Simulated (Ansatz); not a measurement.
System: H4GeO, charge 0, singlet. H4GeO (SMILES [GeH3][OH]).
B3LYP-D3(BJ)/def2-TZVP minimum from Ansatz (a program for electronic structure):
```xyz
6

Ge    -0.3296     0.0661     0.0728
O      1.3598    -0.3472    -0.3710
H     -0.5537    -0.1891     1.5771
H     -1.1805    -0.8706    -0.7903
H     -0.6095     1.5473    -0.2525
H      2.0112     0.1761     0.1058
```

Total energies in cc-pVDZ, 14 correlated electrons, 15 frozen orbitals. UHF or UKS for unpaired electrons; spin-orbit terms are left out. Correlated methods leave the cores frozen (noble-gas shells, and filled d and f shells in the p block). No relativity.

```json
[
 {"method": "HF", "program": "Ansatz", "energy (Eh)": "-2152.53376", "minus CCSDTQ (mEh)": "330.66"},
 {"method": "MP2", "program": "Ansatz", "energy (Eh)": "-2152.82976", "minus CCSDTQ (mEh)": "34.66"},
 {"method": "CCSD", "program": "Ansatz", "energy (Eh)": "-2152.85669", "minus CCSDTQ (mEh)": "7.73"},
 {"method": "CCSD(T)", "program": "Ansatz", "energy (Eh)": "-2152.86311", "minus CCSDTQ (mEh)": "1.30"},
 {"method": "CCSDT(Q)", "program": "Ansatz", "energy (Eh)": "-2152.86447", "minus CCSDTQ (mEh)": "-0.06"},
 {"method": "CCSDTQ", "program": "Ansatz", "energy (Eh)": "-2152.86441", "minus CCSDTQ (mEh)": "0.00"}
]
```

Rough core times of Ansatz's runs on a shared machine: CCSD(T) under 20 s, CCSDT(Q) 30 s, CCSDTQ 50 min.
